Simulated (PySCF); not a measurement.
This script is equivalent to a calculation on S⁺ (sulfur, charge +1).

```python
from pyscf import gto, scf, dft, mp, cc
import basis_set_exchange as bse
mol = gto.M(atom="S 0 0 0", charge=1, spin=3, symmetry="D2h",
            basis=gto.basis.parse(bse.get_basis("aug-cc-pCVTZ-DK", elements=["S"], fmt="nwchem", augment_diffuse=1)),
            nucmod="G")
mf = dft.UKS(mol, xc="LDA,VWN").sfx2c1e()
mf.irrep_nelec = {'Ag': (3, 3), 'B1u': (2, 1), 'B2u': (2, 1), 'B3u': (2, 1)}
mf.kernel()
```

Q: What total energy does it give?

A: -397.428 hartree (calculated).

Q: Which occupied shell lies highest, and where?

A: 3p α, at -17.876 eV.

Q: What is ⟨S²⟩, and what would a pure spin state give?

A: 3.750, against 3.75.
